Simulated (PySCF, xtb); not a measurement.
H₃IrO₃, SMILES [OH][Ir]([OH])[OH], multiplicity 1. Other conformers were not sampled.

Harmonic wavenumbers (cm⁻¹) from GFN2-xTB run with xtb at its own minimum, in rising order: 124, 129, 164, 435, 444, 491, 548, 555, 598, 770, 810, 826, 3422, 3444, 3448.

### Question
What does PBE0-D3(BJ)/def2-SVP run with PySCF give at its own minimum? (Estimate from the structure and the level; the computed values follow.)

### Answer
195, 196, 214, 621, 689, 716, 737, 738, 762, 981, 1000, 1013, 3723, 3731, 3735. Paired by order, the mean absolute difference is 189 cm⁻¹ and the zero-point energies are 23.2 and 27.2 kcal/mol.
